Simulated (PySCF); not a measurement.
## Polarisability and C₆ of Fe (iron, neutral)

[Ar] 3d7 4s1, high-spin 5F determinant (an excited configuration). Computed with PySCF 2.14 in aug-cc-pVTZ (8s7p5d3f2g, 93 functions), with the non-relativistic Hamiltonian (point nucleus). Coupled (time-dependent) response in atomic units; α is the mean over directions.

| method | mean α (bohr³) | C₆ (like pair) | S(−4) |
| --- | --- | --- | --- |
| UHF | 95.60 | 774.4 | 9229 |
| PBE | 55.78 | 396.4 | 2523 |
| PBE0 | 60.85 | 442.5 | 3078 |

S(−4) is the Cauchy moment in α(ω) = α(0) + S(−4) ω² + …

α(iu) at PBE:

| u (hartree) | α(iu) (bohr³) |
| --- | --- |
| 0 | 55.78 |
| 0.0500 | 50.20 |
| 0.100 | 39.11 |
| 0.200 | 22.27 |
| 0.300 | 14.24 |
| 0.500 | 7.969 |
| 0.750 | 5.119 |
| 1.00 | 3.721 |
| 1.50 | 2.294 |
| 2.00 | 1.581 |
| 3.00 | 0.9004 |
| 5.00 | 0.4168 |

A single London oscillator, α(iu) = α/(1 + u²/ω²), gives C₆ = (3/4) ω α². Matching the computed C₆ needs ω = 4 × 396.4 / (3 × 55.78²) = 0.170 hartree.
